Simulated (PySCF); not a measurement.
C2H5F3Ge, SMILES C[CH2][Ge]([F])([F])[F] (PBE0/def2-SVP optimised geometry):

```
11

C     -0.892    -1.303     2.825
C     -1.379    -1.816     1.474
Ge    -0.636    -0.831     0.000
F      1.085    -0.831     0.000
F     -1.099    -1.428    -1.545
F     -1.085     0.831     0.000
H     -1.171    -0.250     2.982
H      0.202    -1.375     2.914
H     -1.334    -1.891     3.643
H     -2.474    -1.749     1.376
H     -1.108    -2.871     1.311
```

Calculation: PBE0/def2-TZVP run with PySCF.

Task: What are the frontier orbital energies and the dipole moment?

Result: HOMO-2 -11.49 eV, HOMO-1 -10.78 eV, HOMO -9.73 eV, LUMO -0.18 eV, LUMO+1 0.80 eV; dipole moment 3.95 D.

On the same geometry PySCF with PBE/def2-TZVP gives HOMO-2 -9.36 eV, HOMO-1 -9.26 eV, HOMO -8.28 eV, LUMO -1.24 eV, LUMO+1 -0.08 eV; dipole moment 3.80 D.

Meta-Löwdin charges at PBE0/def2-TZVP: C1 -0.33, C2 -0.43, Ge3 1.58, F4 -0.50, F5 -0.49, F6 -0.50, H7 0.13, H8 0.13, H9 0.13, H10 0.14, H11 0.14.
